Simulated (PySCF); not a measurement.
HfOCl, SMILES [O]=[Hf][Cl] (connectivity only; charge and spin as stated), neutral, multiplicity 2.

Coordinates come from a PBE-D3(BJ)/def2-TZVP optimisation. The spin state was assumed, not searched. The def2 effective core potentials stand for the cores of Hf; spin–orbit coupling is left out.

These are PBE-D3(BJ)/def2-TZVP (PySCF) values and carry that method's errors.

Frequencies are harmonic and unscaled.

```json
[
 {"mode": "1", "ν (cm⁻¹)": "167", "IR (km/mol)": "10.3", "moving atoms (share of kinetic energy)": "O 71 %, Cl 20 %, Hf 9 %"},
 {"mode": "2", "ν (cm⁻¹)": "359", "IR (km/mol)": "41.6", "moving atoms (share of kinetic energy)": "Cl 82 %, Hf 18 %"},
 {"mode": "3", "ν (cm⁻¹)": "918", "IR (km/mol)": "116.1", "moving atoms (share of kinetic energy)": "O 92 %, Hf 8 %"}
]
```
